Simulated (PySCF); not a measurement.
Computed properties of CuHO, SMILES [OH][Cu], multiplicity 1

CuHO, SMILES [OH][Cu], multiplicity 1. Geometry optimised at r2SCAN-D4/def2-TZVP. The spin state was assumed, not searched. The values are those of a single conformer. All values are computed for the isolated molecule unless a solvent is named; none is compared with measurement here.

**Structure.** The optimised structure has Cs symmetry. All 3 harmonic modes at r2SCAN-D4/def2-TZVP (PySCF) are real, so it is a minimum.

**Vibrations.** The strongest infrared lines (harmonic, unscaled, degenerate partners summed) lie at 795 cm⁻¹ (75 km/mol, H 90 %, O 10 %), 631 cm⁻¹ (34 km/mol, O 74 %, Cu 21 %), 3769 cm⁻¹ (33 km/mol, H 94 %). The softest mode is at 631 cm⁻¹ and the zero-point energy is 7.4 kcal/mol.

**Electronic structure.** CAM-B3LYP/def2-TZVPD (PySCF) places the frontier levels at -8.35 and -1.84 eV, a gap of 6.51 eV, and gives a dipole moment of 4.21 D and a mean polarisability of 29.8 bohr³. PBE/def2-TZVPD (PySCF) at the same geometry gives -5.32 and -3.62 eV, so its gap is 4.81 eV narrower. An orbital gap is neither the optical nor the fundamental gap.

**Excitations.** TDA-PBE0/def2-TZVPD (PySCF) has S1 at 2.32 eV (535 nm, f = 0.011, weak); the most intense of the 10 singlets computed lies at 5.90 eV (f = 0.12). T1 (TDA) is at 1.70 eV, 0.62 eV under S1. TDA-PBE/def2-TZVPD (PySCF) puts S1 at 1.88 eV.

**NMR.** GIAO shifts at PBE0/pcSseg-2 (PySCF) (non-relativistic, atoms alike by connectivity averaged): ¹H at -2.4 ppm against TMS.
